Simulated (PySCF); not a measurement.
Bond curve of NdN

Set-up: Nd x2c-SVPall, N x2c-SVPall; spin-free X2C with a Gaussian nucleus (PySCF 2.14). Energies in eV from Nd (4f4 6s2) + N in their ground configurations at the same level. State: quartet, about 3.4 electrons in the 4f shell (Mulliken), real f orbitals that mix terms.

All columns are PBE0. A positive dipole means Nd(−)N(+).

```csv
R (Å),E (eV),μ (D),Mulliken charge on Nd (basis-dependent),HOMO (eV),LUMO (eV),Mayer bond order,⟨S²⟩
1.488,-2.432,-5.00,0.12,-3.37,-1.33,3.14,3.78
1.557,-3.450,-5.45,0.16,-3.56,-1.42,3.14,3.76
1.626,-4.020,-5.95,0.19,-3.78,-1.53,3.14,3.76
1.678,-4.224,-6.35,0.22,-3.90,-1.61,3.14,3.77
1.730,-4.280,-6.72,0.25,-3.98,-1.70,3.14,3.77
1.782,-4.219,-7.05,0.27,-4.02,-1.79,3.14,3.77
1.851,-3.998,-7.37,0.31,-4.02,-1.90,3.13,3.78
1.938,-3.568,-7.48,0.34,-3.98,-2.06,3.10,3.82
2.041,-2.965,-5.42,0.36,-4.01,-2.36,2.87,4.24
2.180,-2.346,-3.80,0.34,-4.20,-2.41,2.12,5.07
```

A fit through these points gives, at Re = 1.727 Å, μ = -6.70 D and dμ/dR = -6.82 D/Å; the reduced mass is 12.75 u.

How strong is the fundamental in the double-harmonic approximation, I = 42.26·(dμ/dR)²/μred km/mol?

I = 42.26·(-6.82)²/12.75 = 154 km/mol at PBE0.

⟨S²⟩ of the unrestricted solution departs from its pure value on part of the curve, where spin states mix. These are scalar-relativistic numbers at best; spin–orbit coupling would shift them, the dissociation energy most. The state is the lowest single determinant that the PBE0 search found; with open d or f shells the true ground state can be another one.
